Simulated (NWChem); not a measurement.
System: CH7NO2Si; SMILES C[Si](N)(O)O

Here is an NWChem input.

```
start job
memory heap 200 mb stack 900 mb global 1100 mb
geometry units angstroms noautoz
  C      0.544768     1.812608     0.091473
  Si     0.075083     0.015897     0.002794
  N     -1.634249    -0.069204    -0.220275
  O      0.996829    -0.691791    -1.188886
  O      0.456994    -0.876992     1.361653
  H     -0.066690     2.361281     0.824006
  H      1.601869     1.912986     0.380230
  H      0.422641     2.297660    -0.889931
  H     -2.071768    -0.957762    -0.441098
  H     -2.097726     0.680825    -0.721288
  H      1.348520    -1.555525    -0.954378
  H     -0.202344    -0.837648     2.060057
end
basis spherical
  C library def2-svp
  Si library def2-svp
  N library def2-svp
  O library def2-svp
  H library def2-svp
end
dft
  xc b3lyp
  iterations 150
  mulliken
end
task dft energy
```

Output (shortened):

```
             Northwest Computational Chemistry Package (NWChem) 7.3.0
             --------------------------------------------------------

 C1  symmetry detected

                             Geometry "geometry" -> ""
                             -------------------------

 Output coordinates in angstroms (scale by  1.889725989 to convert to a.u.)

  No.       Tag          Charge          X              Y              Z
 ---- ---------------- ---------- -------------- -------------- --------------
    1 C                    6.0000     0.66366314     1.63928395     0.49939126
    2 Si                  14.0000     0.00549896    -0.02211866    -0.01363862
    3 N                    7.0000    -1.60758723     0.20573176    -0.58359913
    4 O                    8.0000     1.07479975    -0.67583507    -1.10898783
    5 O                    8.0000    -0.04049515    -1.16487396     1.20357107
    6 H                    1.0000    -0.02283565     2.15913910     1.18495495
    7 H                    1.0000     1.63347114     1.52150989     1.00586986
    8 H                    1.0000     0.82553651     2.28402453    -0.37893150
    9 H                    1.0000    -2.09190334    -0.55528997    -1.04836233
   10 H                    1.0000    -1.85008491     1.08932491    -1.01814081
   11 H                    1.0000     1.25466091    -1.61082898    -0.97425356
   12 H                    1.0000    -0.82913505    -1.12837203     1.75198461

 Effective nuclear repulsion energy (a.u.)     259.3708882708

                                 NWChem DFT Module
                                 -----------------

 Summary of "ao basis" -> "ao basis" (spherical)
 ------------------------------------------------------------------------------
       Tag                 Description            Shells   Functions and Types
 ---------------- ------------------------------  ------  ---------------------
 C                          def2-svp                 6       14   3s2p1d
 Si                         def2-svp                 8       18   4s3p1d
 N                          def2-svp                 6       14   3s2p1d
 O                          def2-svp                 6       14   3s2p1d
 H                          def2-svp                 3        5   2s1p

            General Information
            -------------------
          SCF calculation type: DFT
          Wavefunction type:  closed shell.
          No. of atoms     :    12
          No. of electrons :    50
           Alpha electrons :    25
            Beta electrons :    25
          Charge           :     0
          Spin multiplicity:     1
          Use of symmetry is: off; symmetry adaption is: off
          Maximum number of iterations: 150
          AO basis - number of functions:   109
                     number of shells:    53
          Convergence on energy requested:  1.00D-06
          Convergence on density requested:  1.00D-05
          Convergence on gradient requested:  5.00D-04

              XC Information
              --------------
                         B3LYP Method XC Potential
                     Hartree-Fock (Exact) Exchange  0.200
                        Slater Exchange Functional  0.800 local
                    Becke 1988 Exchange Functional  0.720 non-local
              Lee-Yang-Parr Correlation Functional  0.810
                  VWN I RPA Correlation Functional  0.190 local

             Grid Information
             ----------------
          Grid used for XC integration:  medium
          Radial quadrature: Mura-Knowles
          Angular quadrature: Lebedev.
          Tag              B.-S. Rad. Rad. Pts. Rad. Cut. Ang. Pts.
          ---              ---------- --------- --------- ---------
          C                   0.70       49          10.0       434
          Si                  1.10       88           8.0       590
          N                   0.65       49          10.0       434
          O                   0.60       49          10.0       434
          H                   0.35       45          12.0       434
          Grid pruning is: on
          Number of quadrature shells:   599
          Spatial weights used:  Erf1

      Superposition of Atomic Density Guess
      -------------------------------------

 Sum of atomic energies:        -533.48479725

      Non-variational initial energy
      ------------------------------

 Total energy =    -535.760865
 1-e energy   =   -1249.362820
 2-e energy   =     454.231066
 HOMO         =      -0.364710
 LUMO         =       0.050121

     ---------------------------------------------
      Total Density - Mulliken Population Analysis
     ---------------------------------------------

    Atom       Charge   Shell Charges
 -----------   ------   -------------------------------------------------------
    1 C    6     6.60   1.99  0.96  0.28  2.12  1.24  0.01
    2 Si  14    12.69   2.00  1.99  0.84  0.05  5.93  0.91  0.56  0.40
    3 N    7     7.77   1.99  1.03  0.45  2.59  1.70  0.01
    4 O    8     8.77   1.99  1.10  0.63  3.10  1.94  0.00
    5 O    8     8.78   1.99  1.10  0.64  3.09  1.95  0.00
    6 H    1     0.86   0.65  0.18  0.03
    7 H    1     0.86   0.65  0.19  0.03
    8 H    1     0.86   0.65  0.18  0.03
    9 H    1     0.75   0.59  0.12  0.04
   10 H    1     0.75   0.59  0.12  0.05
   11 H    1     0.66   0.52  0.07  0.06
   12 H    1     0.65   0.52  0.07  0.06

   convergence    iter        energy       DeltaE   RMS-Dens  Diis-err
 ---------------- ----- ----------------- --------- --------- ---------
 d= 0,ls=0.0,diis     1   -536.7872634401 -7.96D+02  1.35D-02  9.29D-01
 d= 0,ls=0.0,diis     2   -536.7666363516  2.06D-02  7.14D-03  1.29D+00
 d= 0,ls=0.0,diis     3   -536.8842597384 -1.18D-01  1.12D-03  3.60D-02
 d= 0,ls=0.0,diis     4   -536.8870587370 -2.80D-03  4.20D-04  4.47D-03
 d= 0,ls=0.0,diis     5   -536.8875131533 -4.54D-04  1.02D-04  3.42D-04
  Resetting Diis
 d= 0,ls=0.0,diis     6   -536.8875488074 -3.57D-05  2.37D-05  1.12D-05
 d= 0,ls=0.0,diis     7   -536.8875501736 -1.37D-06  1.03D-05  6.51D-07
 d= 0,ls=0.0,diis     8   -536.8875501201  5.35D-08  5.95D-06  1.07D-06

         Total DFT energy =     -536.887550120099
      One electron energy =    -1255.240671484854
           Coulomb energy =      512.219068247053
    Exchange-Corr. energy =      -53.236835153095
 Nuclear repulsion energy =      259.370888270797

 Numeric. integr. density =       50.000000501510

                       DFT Final Molecular Orbital Analysis
                       ------------------------------------

 Vector   23  Occ=2.000000D+00  E=-3.111483D-01
              MO Center=  4.8D-01, -6.7D-01, -3.8D-01, r^2= 2.6D+00
   Bfn.  Coefficient  Atom+Function         Bfn.  Coefficient  Atom+Function
  ----- ------------  ---------------      ----- ------------  ---------------
    50      0.382568   4 O  px               53      0.288498   4 O  px
    52      0.248640   4 O  pz               65     -0.234474   5 O  py
    55      0.184184   4 O  pz               66     -0.183938   5 O  pz
    68     -0.182357   5 O  py               51      0.165732   4 O  py
    38     -0.158864   3 N  pz               69     -0.148378   5 O  pz

 Vector   24  Occ=2.000000D+00  E=-2.948050D-01
              MO Center=  2.0D-01, -6.8D-02,  4.2D-01, r^2= 3.3D+00
   Bfn.  Coefficient  Atom+Function         Bfn.  Coefficient  Atom+Function
  ----- ------------  ---------------      ----- ------------  ---------------
     5      0.280938   1 C  py               65      0.276579   5 O  py
    66      0.252259   5 O  pz               52      0.237758   4 O  pz
     3     -0.221933   1 C  s                68      0.204187   5 O  py
     8      0.197998   1 C  py               69      0.183551   5 O  pz
    64      0.181656   5 O  px               55      0.168996   4 O  pz

 Vector   25  Occ=2.000000D+00  E=-2.550481D-01
              MO Center= -1.2D+00,  7.8D-02, -5.0D-01, r^2= 2.1D+00
   Bfn.  Coefficient  Atom+Function         Bfn.  Coefficient  Atom+Function
  ----- ------------  ---------------      ----- ------------  ---------------
    38      0.427352   3 N  pz               41     -0.350443   3 N  pz
    36     -0.304465   3 N  px               39      0.260772   3 N  px
    50      0.221380   4 O  px               53      0.167938   4 O  px
    27     -0.093206   2 Si pz               52      0.088042   4 O  pz
    65      0.080707   5 O  py               64     -0.079911   5 O  px

 Vector   26  Occ=0.000000D+00  E= 3.615902D-02
              MO Center= -6.0D-01, -3.0D-02,  5.4D-03, r^2= 7.6D+00
   Bfn.  Coefficient  Atom+Function         Bfn.  Coefficient  Atom+Function
  ----- ------------  ---------------      ----- ------------  ---------------
     3      1.190521   1 C  s                35      0.852073   3 N  s
    18     -0.566609   2 Si s               106     -0.568401  12 H  s
    96     -0.537031  10 H  s                91     -0.518125   9 H  s
    86     -0.483387   8 H  s                76     -0.478153   6 H  s
    63      0.463618   5 O  s               101     -0.413740  11 H  s

 Vector   27  Occ=0.000000D+00  E= 7.760007D-02
              MO Center= -1.0D+00, -2.6D-01,  3.9D-02, r^2= 7.0D+00
   Bfn.  Coefficient  Atom+Function         Bfn.  Coefficient  Atom+Function
  ----- ------------  ---------------      ----- ------------  ---------------
    35      1.011176   3 N  s               106      0.808298  12 H  s
    96     -0.749875  10 H  s                91     -0.669623   9 H  s
    63     -0.548196   5 O  s               101      0.386673  11 H  s
    81     -0.327267   7 H  s                49     -0.285348   4 O  s
    41     -0.241843   3 N  pz               25      0.223322   2 Si px

 Vector   28  Occ=0.000000D+00  E= 8.219543D-02
              MO Center=  4.7D-01, -1.0D+00, -2.1D-01, r^2= 5.8D+00
   Bfn.  Coefficient  Atom+Function         Bfn.  Coefficient  Atom+Function
  ----- ------------  ---------------      ----- ------------  ---------------
   101      1.022306  11 H  s                49     -0.711926   4 O  s
   106     -0.582566  12 H  s                63      0.461121   5 O  s
    27     -0.336867   2 Si pz               86     -0.296437   8 H  s
    26      0.272787   2 Si py               54      0.252499   4 O  py
    96     -0.252550  10 H  s                76      0.223792   6 H  s

     ---------------------------------------------
      Total Density - Mulliken Population Analysis
     ---------------------------------------------

    Atom       Charge   Shell Charges
 -----------   ------   -------------------------------------------------------
    1 C    6     6.25   1.98  0.90  0.22  2.14  0.99  0.02
    2 Si  14    13.30   2.00  1.98  0.93 -0.01  5.93  1.19  0.75  0.53
    3 N    7     7.37   1.99  0.98  0.42  2.48  1.49  0.01
    4 O    8     8.39   1.99  1.07  0.63  2.90  1.79  0.01
    5 O    8     8.41   1.99  1.07  0.64  2.90  1.80  0.01
    6 H    1     0.96   0.73  0.21  0.02
    7 H    1     0.95   0.73  0.20  0.02
    8 H    1     0.96   0.73  0.20  0.03
    9 H    1     0.89   0.71  0.13  0.05
   10 H    1     0.88   0.71  0.13  0.05
   11 H    1     0.82   0.68  0.07  0.07
   12 H    1     0.82   0.68  0.07  0.07

     -------------------------------------------
      Total Density - Lowdin Population Analysis
     -------------------------------------------

    Atom       Charge   Shell Charges
 -----------   ------   -------------------------------------------------------
    1 C    6     6.26   1.96  0.59  0.33  1.91  1.41  0.05
    2 Si  14    13.43   2.00  1.92  0.57  0.24  5.81  1.23  0.85  0.82
    3 N    7     7.24   1.97  0.71  0.44  2.27  1.82  0.02
    4 O    8     8.23   1.97  0.88  0.60  2.73  2.04  0.01
    5 O    8     8.24   1.97  0.88  0.60  2.73  2.04  0.01
    6 H    1     0.97   0.63  0.27  0.07
    7 H    1     0.96   0.63  0.27  0.07
    8 H    1     0.96   0.63  0.27  0.07
    9 H    1     0.94   0.59  0.22  0.13
   10 H    1     0.93   0.59  0.21  0.13
   11 H    1     0.92   0.55  0.18  0.19
   12 H    1     0.92   0.56  0.18  0.19

     Multipole analysis of the density
     ---------------------------------

     L   x y z        total         alpha         beta         nuclear
     -   - - -        -----         -----         ----         -------
     0   0 0 0     -0.000000    -25.000000    -25.000000     50.000000

     1   1 0 0     -0.719597     -0.359798     -0.359798     -0.000000
     1   0 1 0      0.004879      0.002439      0.002439     -0.000000
     1   0 0 1      0.018279      0.009140      0.009140     -0.000000

     2   2 0 0    -26.670221    -90.825279    -90.825279    154.980336
     2   1 1 0      0.054939     -2.042721     -2.042721      4.140381
     2   1 0 1      0.996138     -1.884367     -1.884367      4.764872
     2   0 2 0    -25.365798    -99.268220    -99.268220    173.170642
     2   0 1 1      0.528925     -1.779020     -1.779020      4.086965
     2   0 0 2    -27.452933    -74.478027    -74.478027    121.503121
```

Level: B3LYP/def2-SVP. All runs use the structure optimised with PBE0/def2-SVP. Not confirmed as a minimum by frequencies.
